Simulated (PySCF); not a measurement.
SnHCl3, SMILES [Cl][SnH]([Cl])[Cl]. Geometry optimised at B3LYP-D3(BJ)/def2-SVP. The def2 effective core potentials stand for the cores of Sn; spin–orbit coupling is left out.

The numbers are results of B3LYP-D3(BJ)/def2-SVP (PySCF), not measurements.

Harmonic wavenumbers (cm⁻¹): 109, 109, 128, 364, 387, 387, 557, 557, 1947. Rotational constants (GHz): 1.690, 1.690, 0.9951; symmetry number 3.

Work out the zero-point energy and the ideal-gas rigid-rotor harmonic-oscillator thermochemistry at 298.15 K and 1 atm.

ZPE = ½ Σ hcν = ½ × 4545 cm⁻¹ = 27.19 kJ/mol. H − E(el) = 46.24 kJ/mol. Entropy in J/(mol K): translation 176.35, rotation 112.69, vibration 57.51, total 346.55. G − E(el) = -57.09 kJ/mol. Cp = 86.03 J/(mol K). Modes under 150 cm⁻¹ make the vibrational entropy uncertain.
